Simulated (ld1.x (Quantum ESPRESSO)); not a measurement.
## LDA (PZ) TM dataset for chlorine, non-relativistic all-electron reference.

| Quantity | Value |
| --- | --- |
| Element | Cl |
| Generator | ld1.x (Quantum ESPRESSO) 7.5 |
| Type | norm-conserving Troullier–Martins (Kleinman–Bylander form) |
| Functional | LDA (PZ) |
| Relativity | non-relativistic |
| Frozen core | [Ne] |
| Valence charge | 7 |
| Reference configuration | 3s2 3p5 |
| Partial waves | 3p (bound): rc 1.40 bohr; 3d channel at 0.45 Ry: rc 1.45 bohr; 3s (bound): rc 0.95 bohr |
| Local potential | the s channel |
| Core correction | a·sin(br)/r model core inside 0.50 bohr |

All-electron outer shells of the reference configuration (LDA (PZ), non-relativistic, ld1.x):

| shell | level (eV) | outermost node (bohr) | outermost maximum (bohr) |
| --- | --- | --- | --- |
| 2p | -191.57 | – | 0.30 |
| 3s | -20.53 | 0.56 | 1.29 |
| 3p | -8.72 | 0.53 | 1.43 |

(1) Estimate the cutoffs (Ry, on a coarse ladder) from which the occupation-weighted sum of valence levels, in a spherical-Bessel basis at the reference potential, stays within 10 and 1 mRy of its value at 400 Ry.

(2) Does the potential have ghost states?

(3) Which valence shell sets the plane-wave cutoff?

(4) Tests: 3s2 3p4; 3s2 3p3; 3s2 3p2; 3s1 3p5; 3s2 3p4.5; 3s2 3p5.3; 3s2 3p1. Which has the largest error in its energy relative to the reference configuration, and how large is it?

Answers

(1) 140 Ry and 260 Ry.

(2) No extra level below or beside the all-electron valence levels (p, d, s, f tested).

(3) 3s: its level needs 230 Ry to come within 1 mRy, against 35 Ry for 3p.

(4) 3s2 3p1, with +303 meV (all-electron minus pseudo) on +130.30 eV.
